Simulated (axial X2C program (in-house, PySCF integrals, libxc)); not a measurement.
Spin–orbit effects down a group: molecules with Ga (ions), HF

Calculated with an in-house all-electron X2C program for linear molecules (integrals from PySCF), spin-free (one-electron X2C) or two-component (2c: spin–orbit coupling with atomic mean-field Coulomb and Gaunt terms, which also bring small scalar terms), in Dyall basis sets with cores contracted in-house; open shells are unrestricted.

Basis sets: Ga dyall-cv3z, H dyall-v3z, Li dyall-cv3z, Na dyall-cv3z.

| molecule | spin-free state | Re (Å) | ωe (cm⁻¹) | De (eV) | 2c state | Re 2c (Å) | ωe 2c (cm⁻¹) | De 2c (eV) |
| --- | --- | --- | --- | --- | --- | --- | --- | --- |
| GaH⁺ | M_S = 1/2, Λ = 0 | 1.638 | 1326.5 | 0.17 | Ω = 1/2 | 1.639 | 1323.2 | 0.17 |
| LiGa⁺ | M_S = 1/2, Λ = 0 | 3.085 | 203.2 | 1.21 | Ω = 1/2 | 3.084 | 203.1 | n/a |
| NaGa⁺ | M_S = 1/2, Λ = 0 | 3.434 | 110.7 | 0.87 | Ω = 1/2 | 3.434 | 110.6 | n/a |

Problem. Work out the shifts from the spin-free to the two-component result.

Solution. 

| molecule | 2c state | ΔRe (Å) | Δωe (cm⁻¹) | ΔDe (eV) |
| --- | --- | --- | --- | --- |
| GaH⁺ | Ω = 1/2 | 0.001 | -3.3 | 0.00 |
| LiGa⁺ | Ω = 1/2 | -0.001 | -0.1 | n/a |
| NaGa⁺ | Ω = 1/2 | 0.000 | -0.1 | n/a |

Shifts of one unit in the last digit are rounding.

Fragments in 2c: Ga+ + H, Ga + Li+, Ga + Na+. Each entry is the lowest single determinant of a limited PBE0 search at one distance. De goes to single-determinant-based atoms at the same level (for ions the charge split of lowest energy) and is withheld (n/a) where an atom does not fit its ground term or J level. Main or longest-lived isotopes.
